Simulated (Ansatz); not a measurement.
Cartesian coordinates in Å:
```
C -1.346 -2.417 0.753
C -0.477 -1.881 -0.110
Al 0.001 0.000 0.000
C -0.790 1.125 1.375
C -0.475 2.420 1.463
C 1.268 0.756 -1.265
C 1.820 -0.003 -2.216
H -1.814 -1.828 1.539
H -1.639 -3.465 0.725
H -0.068 -2.560 -0.859
H -1.505 0.756 2.111
H -0.895 3.083 2.218
H 0.228 2.890 0.778
H 1.575 1.803 -1.251
H 1.583 -1.060 -2.318
H 2.533 0.382 -2.943
```

Charge 0, multiplicity 1.

List the r2SCAN/def2-TZVPP orbital energies in eV (the Gaussian-basis code of Ansatz). (Estimate.)

Ansatz gave: Occupied: -1516.17, -273.23, -273.23, -273.23, -272.54, -272.54, -272.54, -109.73, -70.09, -69.84, -69.84, -19.70, -19.55, -19.55, -14.49, -14.40, -14.40, -11.70, -11.52, -11.52, -10.26, -9.75, -9.74, -8.46, -7.34, -6.93, -6.93, -6.71, -6.71. Lowest empty: -2.18, -0.89, -0.89, 0.61, 1.46, 1.46, 1.57, 2.25.
